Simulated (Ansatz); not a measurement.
Two members of one family (InP nanocrystals, H-capped) that differ in charge, which shifts all levels, computed with Ansatz in the gas phase; def2 core potentials for In, no spin–orbit coupling. The structures are stationary points that may keep the symmetry of their start.

First: In9P9H26, cut from wurtzite (singlet, charge 0, PBE-D4/def2-SVP geometry).

```xyz
44

P    -0.785    2.910   -2.784
In   -2.073    0.679   -2.481
P    -0.439   -0.821   -4.008
In   -2.828    1.585    1.529
P    -1.444   -0.006   -0.132
In   -2.308   -2.352    0.229
In    0.923   -2.836   -3.091
P    -0.675   -3.843   -1.309
P    -1.240   -3.007    2.502
In    1.888    2.932   -2.785
In    0.590    4.281    1.391
P    -0.783    2.557    2.795
P     1.851    2.547   -0.214
In    1.054    0.200    0.316
P     2.299   -1.431   -1.404
In    0.323    0.861    4.445
P     1.605   -0.646    2.639
In    1.414   -3.238    2.725
H    -1.385    3.637   -3.861
H    -1.233    3.730   -1.698
H    -3.665    0.508   -3.143
H    -1.010   -1.204   -5.263
H     0.597    0.034   -4.505
H    -3.538    2.754    0.438
H    -3.717    0.439    2.506
H    -3.926   -2.853   -0.135
H     1.683   -3.904   -4.221
H    -1.309   -4.993   -1.880
H     0.239   -4.524   -0.442
H    -1.673   -1.985    3.405
H    -1.979   -4.103    3.049
H     2.405    4.529   -3.227
H     2.297    1.448   -3.627
H    -0.518    5.065    0.286
H     1.842    5.043    2.330
H    -1.438    3.437    3.723
H     3.225    2.447    0.185
H     3.280   -0.719   -2.160
H     3.161   -2.339   -0.711
H    -0.930   -0.225    5.007
H     1.572    1.599    5.407
H     3.008   -0.356    2.692
H     1.882   -3.943    1.188
H     1.760   -3.895    4.294
```

```
             level  HOMO (eV)  LUMO (eV)  gap (eV)
   PBE-D4/def2-SVP      -5.54      -2.36      3.18
r2SCAN-D4/def2-SVP      -5.76      -2.17      3.58
  PBE0-D4/def2-SVP      -6.49      -1.65      4.84
```

Second: In9P10H28⁺, cut from zinc blende (singlet, charge 1, PBE-D4/def2-SVP geometry).

```xyz
47

P    -3.686   -1.222   -1.880
P    -2.662    2.924   -1.723
P    -1.824   -3.867    0.575
P    -0.757    0.157    0.745
P     1.158   -2.507    3.317
P     1.920   -2.434   -0.878
P     2.131    1.434    3.468
P     0.144    0.087   -3.219
P     2.842    1.325   -0.733
P     0.165    4.219    0.889
In   -4.019   -3.735   -0.977
In   -1.750    0.492   -1.611
In   -1.820    5.230   -0.621
In    0.508   -2.533   -3.114
In    0.174   -2.241    0.924
In    1.174    1.831    1.083
In    2.423   -0.788    4.956
In    3.923   -0.965    0.037
In    1.671    2.230   -2.928
H    -3.852   -1.259   -3.302
H    -4.876   -0.483   -1.580
H    -4.066    2.801   -1.470
H    -2.752    3.141   -3.136
H    -2.239   -4.229    1.897
H    -1.155   -5.092    0.256
H    -1.768    0.368    1.738
H     0.126   -3.157    4.068
H     2.011   -3.646    3.160
H     2.305   -3.793   -0.618
H     1.512    2.435    4.282
H     3.420    2.050    3.376
H    -0.590    0.315   -4.432
H     3.807    2.330   -0.383
H    -0.050    4.638    2.242
H     1.331    5.014    0.639
H    -5.298   -3.570    0.172
H    -3.644   -4.728   -2.330
H    -3.051    5.578    0.538
H    -1.011    6.045   -1.901
H    -1.056   -3.107   -2.546
H     1.481   -3.073   -4.431
H     4.087   -1.194    4.799
H     1.281   -0.555    6.230
H     3.621   -0.957    1.770
H     5.374   -1.287   -0.838
H     0.537    3.412   -2.286
H     2.803    2.364   -4.221
```

Estimate the same table for the second.


```csv
level,HOMO (eV),LUMO (eV),gap (eV)
PBE-D4/def2-SVP,-8.43,-5.03,3.40
r2SCAN-D4/def2-SVP,-8.68,-4.88,3.80
PBE0-D4/def2-SVP,-9.42,-4.35,5.07
```
